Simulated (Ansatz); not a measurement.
Consider the hydrogenolysis of the Si–N bond: `N[SiH2][SnH3]` + H₂ → `[SiH3][SnH3]` + NH₃.

Program: Ansatz. Geometries: PBE0-D4/def2-TZVP. ΔE: electronic, gas phase. CCSD(T)/CBS is the MP2 limit (def2-TZVPP, def2-QZVPP) plus CCSD(T) − MP2 in def2-TZVPP, frozen cores. This one scheme is used for every species. DFT in def2-TZVPP. B3LYP here is the variant with VWN-RPA as its local correlation; programs differ in this. HSE06 is defined as in plane-wave codes. def2 core potentials past Kr. For Sn outer-core shells are correlated without core-valence functions, which leaves a few kJ/mol of doubt a bond. Each species was taken in one conformer, which may not be the lowest.

| level | ΔE (kJ/mol) |
| --- | --- |
| HSE06-D4 | 11.1 |
| ωB97X-V | 13.5 |
| B3LYP | 8.1 |
| HF/def2-TZVPP | 2.3 |

What does CCSD(T)/CBS give? (An estimate is asked.)

Computed: +15.7 kJ/mol. The listed levels differ from it by -4.6, -2.2, -7.6, -13.4 kJ/mol.

Largest T1 diagnostic among the species: 0.013.

The D4 term adds +7.7 kJ/mol with B3LYP and +4.1 kJ/mol with PBE0; it sums over pairs of atoms, weighted by their polarisabilities, and B3LYP, whose exchange is more repulsive, gets the larger term. At CCSD(T), def2-SVP lies −16.2 kJ/mol from the extrapolated value and def2-TZVPP −3.7 kJ/mol.
